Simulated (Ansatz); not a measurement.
`c1ccc(CCOc2ccccc2)cc1` with charge -1. The state is a doublet with charge -1. Geometry r2SCAN-D4/def2-SVP, that of the neutral singlet.

Cartesian coordinates in Å:
```
C 0.541 0.920 -4.783
C -0.434 -0.003 -4.396
C -0.970 0.043 -3.106
C -0.542 1.010 -2.183
C -1.082 1.025 -0.776
C -0.250 0.145 0.147
O -0.823 0.217 1.440
C -0.251 -0.490 2.448
C -0.868 -0.375 3.706
C -0.352 -1.063 4.800
C 0.782 -1.876 4.662
C 1.390 -1.987 3.412
C 0.886 -1.301 2.299
C 0.443 1.927 -2.582
C 0.981 1.884 -3.872
H 0.957 0.889 -5.795
H -0.788 -0.758 -5.105
H -1.743 -0.676 -2.810
H -2.123 0.663 -0.753
H -1.084 2.049 -0.369
H 0.801 0.493 0.168
H -0.245 -0.901 -0.218
H -1.751 0.263 3.792
H -0.842 -0.966 5.774
H 1.185 -2.415 5.524
H 2.277 -2.617 3.288
H 1.381 -1.406 1.332
H 0.783 2.692 -1.875
H 1.741 2.614 -4.169
```

At PBE-D4/def2-SVP, PBE0-D4/def2-SVP the highest occupied level of the charge -1 doublet lies above zero (up to 2.73 eV). By energy differences it is unbound by 0.77 eV (vertical, against the charge 0 singlet, at PBE-D4/def2-SVP) and held by the finite basis. At PBE-D4/def2-SVP the gap within one spin of the charge -1 doublet nearly closes, so an electron or hole may be smeared out by delocalisation error.

Q: Estimate the α-spin orbital energies around the gap (eV) in Ansatz with PBE-D4/def2-SVP, PBE0-D4/def2-SVP.

A: 
```tsv
orbital	PBE-D4/def2-SVP	PBE0-D4/def2-SVP
HOMO−5	-3.85	-5.40
HOMO−4	-2.37	-3.63
HOMO−3	-2.34	-3.49
HOMO−2	-2.18	-3.27
HOMO−1	-1.51	-2.74
HOMO	2.73	2.47
LUMO	2.74	2.96
LUMO+1	2.79	3.73
LUMO+2	3.19	4.03
LUMO+3	4.24	5.12
LUMO+4	4.36	5.19
LUMO+5	4.80	5.68
β HOMO	-1.41	-2.54
β LUMO	2.87	3.77
```
